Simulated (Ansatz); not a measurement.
TeBr₄, SMILES Br[Te](Br)(Br)Br.

Geometry: PBE-D3(BJ)/def2-SVP. The def2 effective core potentials stand for the cores of Te; spin–orbit coupling is left out.

Two levels are set side by side: PBE/def2-SVPD (Ansatz, a first-principles code) and PBE0/def2-SVPD (Ansatz). Energy differences of separate SCF runs at the same geometry; the states with an electron removed or added have multiplicity 2 and 2. Differences are taken from unrounded values.

| quantity | PBE0 |
|---|---|
| vertical ionisation energy (eV) | 9.63 |
| vertical electron affinity (eV) | 2.93 |
| vertical singlet–triplet gap (eV) | 2.22 |

What does PBE give, and how far is it from PBE0? (The exact figures need the calculation; the answer reports its results.)


```csv
quantity,PBE,PBE minus PBE0
vertical ionisation energy (eV),9.45,-0.17
vertical electron affinity (eV),2.69,-0.24
vertical singlet–triplet gap (eV),2.25,0.02
```
